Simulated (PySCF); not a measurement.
SMILES Cc1ccc(-c2c(F)cccc2F)s1 (C11H8F2S), singlet (GFN2-xTB optimised geometry):

```
22

C     -4.104    -1.305     0.562
C     -2.822    -0.619     0.254
C     -2.632     0.615    -0.291
C     -1.278     0.961    -0.440
C     -0.419    -0.019    -0.013
C      1.029    -0.004    -0.005
C      1.802    -1.172     0.000
F      1.182    -2.370    -0.011
C      3.182    -1.172     0.000
C      3.864     0.031     0.000
C      3.152     1.217     0.003
C      1.772     1.185     0.002
F      1.129     2.370     0.028
S     -1.313    -1.394     0.579
H     -4.176    -2.246     0.018
H     -4.942    -0.672     0.282
H     -4.173    -1.531     1.626
H     -3.441     1.263    -0.578
H     -0.957     1.894    -0.863
H      3.703    -2.117    -0.001
H      4.942     0.045     0.001
H      3.649     2.174     0.012
```

Calculation: PySCF with CAM-B3LYP/def2-SVP.

Problem. What are the frontier orbital energies and the dipole moment?

Solution. HOMO-2 -8.52 eV, HOMO-1 -8.31 eV, HOMO -7.18 eV, LUMO -0.13 eV, LUMO+1 0.99 eV; dipole moment 0.45 D.

On the same geometry PBE/def2-SVP (PySCF) gives HOMO-2 -6.11 eV, HOMO-1 -6.05 eV, HOMO -5.13 eV, LUMO -1.90 eV, LUMO+1 -1.00 eV; dipole moment 0.09 D.

Meta-Löwdin charges at CAM-B3LYP/def2-SVP: C1 -0.29, C2 -0.08, C3 -0.15, C4 -0.12, C5 -0.12, C6 -0.05, C7 0.28, F8 -0.26, C9 -0.15, C10 -0.09, C11 -0.15, C12 0.29, F13 -0.26, S14 0.24, H15 0.11, H16 0.11, H17 0.11, H18 0.11, H19 0.12, H20 0.12, H21 0.11, H22 0.12.
